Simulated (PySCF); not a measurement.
Electron correlation in Kr²⁺ (krypton, charge +2)

[Ar] 3d10 4s2 4p4, high-spin 3P determinant. Computed with PySCF 2.14 in cc-pVTZ-DK, with scalar relativity by spin-free X2C-1e. Frozen: [Ar] 3d10; 6 electrons correlated.

MP2 pair energies summed by pair of shells (mhartree):

```csv
pair,energy,share (%)
4s-4p,-49.60,46.2
4p-4p,-49.59,46.2
4s-4s,-8.09,7.5
```

Total MP2 correlation energy: -107.28 mhartree.

Same-spin part -24.19 and opposite-spin part -83.09 mhartree; SCS-MP2 scales them by 1/3 and 6/5 to -107.77 mhartree.

```tsv
level	correlation energy (mhartree)
CCSD	-126.89
(T)	-2.92
CCSD(T)	-129.81
```

Diagnostics: T1 = 0.0062, D1 = 0.0200, largest double amplitude 0.047.

Cost of the coupled-cluster step: 0.4 s of wall time on 1 thread of Neoverse-V1 (shared host), for 6 correlated electrons.

Iterations:

```
CC2 = 0
CCSD nocc = (np.int64(4), np.int64(2)), nmo = (29, 29)
frozen orbitals [[0, 1, 2, 3, 4, 5, 6, 7, 8, 9, 10, 11, 12, 13], [0, 1, 2, 3, 4, 5, 6, 7, 8, 9, 10, 11, 12, 13]]
max_cycle = 100
direct = 0
conv_tol = 1e-08
conv_tol_normt = 1e-06
diis_space = 8
diis_start_cycle = 0
Init t2, MP2 energy = -0.107284104196443
Init E_corr(UCCSD) = -0.107284104204084
cycle = 1  E_corr(UCCSD) = -0.122616938819255  dE = -0.0153328346  norm(t1,t2) = 0.0344869
cycle = 2  E_corr(UCCSD) = -0.125699756636787  dE = -0.00308281782  norm(t1,t2) = 0.0102509
cycle = 3  E_corr(UCCSD) = -0.126925061715158  dE = -0.00122530508  norm(t1,t2) = 0.00369588
cycle = 4  E_corr(UCCSD) = -0.126888533026335  dE = 3.65286888e-05  norm(t1,t2) = 0.00037093
cycle = 5  E_corr(UCCSD) = -0.126889423216839  dE = -8.90190504e-07  norm(t1,t2) = 4.63142e-05
cycle = 6  E_corr(UCCSD) = -0.126889437109582  dE = -1.38927431e-08  norm(t1,t2) = 7.52812e-06
cycle = 7  E_corr(UCCSD) = -0.126889508563608  dE = -7.14540262e-08  norm(t1,t2) = 1.32797e-06
cycle = 8  E_corr(UCCSD) = -0.126889489648171  dE = 1.89154373e-08  norm(t1,t2) = 3.28133e-07
cycle = 9  E_corr(UCCSD) = -0.126889489738111  dE = -8.99401387e-11  norm(t1,t2) = 5.90947e-08
UCCSD converged
E(UCCSD) = -2786.96667728214  E_corr = -0.1268894897381108
UCCSD(T) correction = -0.00291582843320837
```
